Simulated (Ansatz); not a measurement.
# Ligand exchange: BH2Br + ZnH(NH2) → BH2(NH2) + ZnHBr

Species: BH2Br `BBr`, singlet; ZnH(NH2), singlet; BH2(NH2), singlet; ZnHBr `[ZnH][Br]`, singlet. The partners trade Br for NH2: B–Br and Zn–NH2 bonds give way to B–NH2 and Zn–Br.

Shapes, held fixed at every level: PBE0-D4/def2-TZVP. Programs: Ansatz 0.2.0. Electronic energies: no zero-point or thermal term.

```tsv
level	kind	ΔE (kJ/mol)	CPU time (sum over the molecules)
HF/def2-SVP	Hartree–Fock	-241.8	–
HF/def2-TZVPP	Hartree–Fock	-228.6	–
PBE-D4/def2-TZVPP	GGA	-194.7	13 s
r2SCAN-D4/def2-TZVPP	meta-GGA	-200.4	22 s
B3LYP-D4/def2-TZVPP	global hybrid	-203.7	23 s
PBE0-D4/def2-TZVPP	global hybrid	-204.6	18 s
r2SCAN0-D4/def2-TZVPP	global hybrid	-208.3	32 s
wB97X-V/def2-TZVPP	range-separated hybrid	-201.5	36 s
```

wB97X-V/def2-TZVPP gives ΔE = -201.5 kJ/mol; the levels span -241.8 to -194.7. The median of the levels is -204.2. No measured value is set beside it here. Relativity is left out for Br, Zn. Times are processor times on shared x86 and Arm servers, and rough.
